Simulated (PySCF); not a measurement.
**Run times: bromine in aug-cc-pVQZ-PP with one added diffuse shell each of s, p, d, f, g type with ECP10MDF**

Measured wall times of calculations with PySCF 2.14 in aug-cc-pVQZ-PP with one added diffuse shell each of s, p, d, f, g type with ECP10MDF (8s7p6d4f3g, 114 functions), with scalar relativity through the core potential, run from one Python driver. Hardware: 1 thread of Neoverse-V1 on a shared host, 1.3 GiB allowed. The two-electron integrals over 114 functions were computed once and kept in memory (3 CPU seconds with the set-up); the times below exclude them. Kohn-Sham runs start from converged Hartree-Fock orbitals.

Launch command (the driver calls PySCF for each step listed in the task file):

```bash
OMP_NUM_THREADS=1 python atomrun2.py TASK.json OUT
```

```tsv
species	step	iterations	wall time (s)
Br(2+) [Ar] 3d10 4s2 4p2 5s1	UHF	10	4.2
Br(2+) [Ar] 3d10 4s2 4p2 5s1	LDA	18	3.3
Br(2+) [Ar] 3d10 4s2 4p2 5s1	PBE	21	5.1
Br(2+) [Ar] 3d10 4s2 4p2 5s1	PBE0	15	6.9
Br(2+) [Ar] 3d10 4s2 4p2 5s1	r2SCAN0	16	13
Br(2+) [Ar] 3d10 4s2 4p2 5s1	BHandHLYP	14	6.4
Br(2+) [Ar] 3d10 4s2 4p2 5s1	MP2 (5 electrons)		0.96
```

Peak memory of the process: 0.42 GiB. Times on a shared host vary from run to run.
